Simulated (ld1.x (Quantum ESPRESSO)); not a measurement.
# Reading a pseudo-wave (lithium)

Columns: radius, all-electron u(r) and pseudo u(r) of the 2s shell (level -2.87 eV) of lithium in the configuration [He] 2s1 2p0; PBE, scalar-relativistic, TM scheme, ld1.x (Quantum ESPRESSO) 7.5.

```csv
r (bohr),all-electron,pseudo
0.213,0.1789,-0.0346
0.425,0.1697,-0.0699
0.638,0.0911,-0.1071
0.850,-0.0076,-0.1468
1.062,-0.1063,-0.1898
1.275,-0.1966,-0.2365
1.488,-0.2746,-0.2861
1.700,-0.3390,-0.3366
1.912,-0.3923,-0.3855
2.125,-0.4360,-0.4298
2.338,-0.4697,-0.4661
2.550,-0.4939,-0.4926
2.762,-0.5095,-0.5093
2.975,-0.5177,-0.5177
3.188,-0.5192,-0.5192
3.400,-0.5150,-0.5150
3.613,-0.5060,-0.5060
3.825,-0.4932,-0.4932
4.038,-0.4772,-0.4772
4.250,-0.4589,-0.4589
4.462,-0.4389,-0.4389
4.675,-0.4178,-0.4178
4.888,-0.3960,-0.3960
5.100,-0.3741,-0.3741
5.313,-0.3522,-0.3522
5.525,-0.3309,-0.3309
```

Question: How many radial nodes do the two functions have?

Answer: The all-electron 2s function has n − l − 1 = 1; the pseudo-wave has 0, since the states of the same l below it are removed with the core.

Question: At about which radius was the pseudo-wave matched?

Answer: 3.15 bohr. The columns agree to 0.0005 from 2.76 bohr on; several derivatives are matched, so the curves merge somewhat inside the radius.

Question: Where does each function peak?

Answer: Outermost all-electron maximum near 3.19 bohr, pseudo maximum near 3.19 bohr (to the table’s step).

Question: Is the pseudo-wave norm-conserving?

Answer: Yes: the TM scheme keeps the norm inside the radius equal to the all-electron one, which fixes the energy derivative of the logarithmic derivative at the level.
